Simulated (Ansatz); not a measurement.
Correlation energies of CH$_{2}$AlClOS (`S[CH]1[O][Al]1[Cl]`) by basis set

Cartesian coordinates in Å:
```
S 1.130 1.464 0.265
C -0.268 0.389 0.216
O -0.535 -0.314 -1.082
Al -0.049 -1.470 0.052
Cl 0.302 -3.485 0.300
H 0.591 2.546 -0.335
H -1.172 0.870 0.583
```

Charge 0, multiplicity 1. The structure was optimised at the PBE0-D4/def2-TZVP level. It is one conformer, not always the lowest. Frozen core, restricted reference, the Gaussian-basis code of Ansatz. CBS rows extrapolate triple and quadruple zeta; past MP2 they add the triple-zeta difference.

| basis | HF (Eh) | MP2 corr. | CCSD corr. | (T) | CCSD(T) total |
| --- | --- | --- | --- | --- | --- |
| def2-SVP | -1212.43703 | -0.63931 | ? | ? | ? |
| def2-TZVPP | -1212.96302 | -0.83303 | -0.86980 | -0.04053 | -1213.87335 |
| def2-QZVPP | -1212.99942 | ? | – | – | – |
| CBS(def2) | ? | -0.95635 | -0.99312 | as TZ | ? |

Question: Fill in the withheld values. (Best estimate.)

Answer: Ansatz gave: def2-SVP CCSD corr.: -0.67720; def2-SVP (T): -0.02080; def2-SVP CCSD(T) total: -1213.13503; def2-QZVPP MP2 corr.: -0.90387; CBS(def2) HF (Eh): -1213.00444; CBS(def2) CCSD(T) total: -1214.03809.
